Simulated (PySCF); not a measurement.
Geometry (Å), atoms numbered from 1 in this order:
```xyz
23

Si   -0.9368    0.0450   -0.6347
O    -0.9314   -0.1758    1.0541
C    -0.0654   -0.9848    1.6801
C    -0.1034   -0.8109    3.1666
O     0.6631   -1.7384    1.0857
H     0.5292   -1.5620    3.6516
H    -1.1380   -0.8760    3.5317
H     0.2636    0.1993    3.4038
O     0.6559    0.1926   -1.2222
C     1.6132    0.8921   -0.5974
C     2.9612    0.6812   -1.2146
O     1.3904    1.5852    0.3625
H     3.6946    1.3546   -0.7580
H     2.9120    0.8354   -2.3016
H     3.2574   -0.3654   -1.0465
C    -1.8670    1.6223   -0.8993
H    -1.9097    1.8805   -1.9682
H    -1.3639    2.4371   -0.3580
H    -2.8975    1.5360   -0.5220
C    -1.6162   -1.4544   -1.4796
H    -1.6158   -1.3247   -2.5725
H    -2.6480   -1.6558   -1.1541
H    -0.9902   -2.3235   -1.2291
```

PySCF calculation with NMR shieldings at PBE0/pcSseg-1/GIAO and coordinates at the PBE0-D3(BJ)/def2-SVP level; isolated molecule, averaged over atoms made equivalent by symmetry, fast rotation or ring inversion, single conformer, non-relativistic.

Scale: 13C, 1H, 29Si against TMS; 17O against H2O (reference shieldings calculated alike).

```csv
atoms,nucleus,count,Hirshfeld charge,δ (ppm)
O2/O9,17O,2,-0.20,230.6
Si1,29Si,1,0.51,13.8
C4/C11,13C,2,-0.12,23.2
H17/H18/H19/H21/H22/H23,1H,6,0.05,?
C3/C10,13C,2,0.22,176.0
O5/O12,17O,2,-0.26,466.6
H6/H7/H8/H13/H14/H15,1H,6,0.06,2.01
C16/C20,13C,2,-0.22,?
```

Q: Complete the table.

A: 
- C16/C20: -1.8 ppm, carbon bonded to Si, 3 H
- H17/H18/H19/H21/H22/H23: 0.39 ppm, hydrogen on a carbon bonded to Si

Shifts are as computed. Against solution values, carbons near 30 ppm lie about +2 ppm off and those near 130 ppm about +5 ppm. Of 1313 compounds with measured shifts, 239 miss one by over three times the rms of a fit or turn the order of signals round; such compounds aren't used in these exercises. Unscaled 17O shifts of doubly bonded oxygen tend to come out too high, by tens of ppm or more. Experimental scales use liquid or dissolved standards, which lie at an offset from isolated H2O (liquid H2O: subtract about 36 ppm).
